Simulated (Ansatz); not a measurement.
Consider the redistribution: `[CH3][Al]([NH2])[SH]` + `FC[SiH](S)Cl` → `[NH2][Al]([SH])[SH]` + `C[SiH](Cl)CF`.

Calculated with Ansatz (gas phase, PBE0-D4/def2-TZVP geometries, no zero-point term in ΔE). CCSD(T)/CBS is the MP2 limit (def2-TZVPP, def2-QZVPP) plus CCSD(T) − MP2 in def2-TZVPP, frozen cores. This one scheme is used for every species. Functionals use def2-TZVPP. B3LYP here is the variant with VWN-RPA as its local correlation; programs differ in this. Each species was taken in one conformer, which may not be the lowest.

CCSD(T)/CBS gives -14.0 kcal/mol.

Problem. Another level gave -14.4 kcal/mol. Which?
A. SCS-MP2/def2-TZVPP
B. PBE-D4/def2-TZVPP
C. B3LYP-D4/def2-TZVPP
D. HF/def2-TZVPP

Solution. A. SCS-MP2/def2-TZVPP -14.4, HF/def2-TZVPP -16.1, B3LYP-D4 -13.4, PBE-D4 -12.3 kcal/mol.

Largest T1 diagnostic among the species: 0.011.

In def2-TZVPP, CCSD(T) changes the Hartree–Fock value by +1.9 kcal/mol (the triples alone add +0.3 kcal/mol) and MP2 by +1.9 kcal/mol. From PBE to PBE0 (25 % exact exchange), in def2-TZVPP and without D4, ΔE moves by −1.0 kcal/mol.
